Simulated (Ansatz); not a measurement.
Consider the ligand exchange at the Si–O bond: `O[Si](F)(Cl)O[SiH3]` + `[OH][Ge][OH]` → `[OH][Ge][O][SiH3]` + `O[Si](O)(F)Cl`.

Gas-phase electronic energies from Ansatz, PBE0-D4/def2-TZVP geometries. CCSD(T)/CBS adds triple-zeta CCSD(T) − MP2 to the extrapolated MP2 energy (def2 sets, frozen cores). This one scheme is used for every species. DFT in def2-TZVPP. B3LYP here is the variant with VWN-RPA as its local correlation; programs differ in this. For Ge outer-core shells are correlated without core-valence functions, which leaves a few kJ/mol of doubt a bond. Scalar relativity is left out up to krypton. One conformer a species, not always the lowest.

| level | ΔE (kJ/mol) |
| --- | --- |
| PBE-D4 | -4.8 |
| r2SCAN-D4 | -5.6 |
| B2PLYP | -5.0 |
| B3LYP | -4.2 |
| HF/def2-QZVPP | -1.7 |
| MP2/def2-QZVPP | -4.6 |
| SCS-MP2/def2-QZVPP | -3.8 |
| CCSD/CBS(def2) | -2.7 |

Q: What does CCSD(T)/CBS give? (An estimate is asked.)

A: Computed: -3.5 kJ/mol. The listed levels differ from it by -1.3, -2.1, -1.5, -0.7, 1.8, -1.1, -0.3, 0.8 kJ/mol.

Largest T1 diagnostic among the species: 0.015.
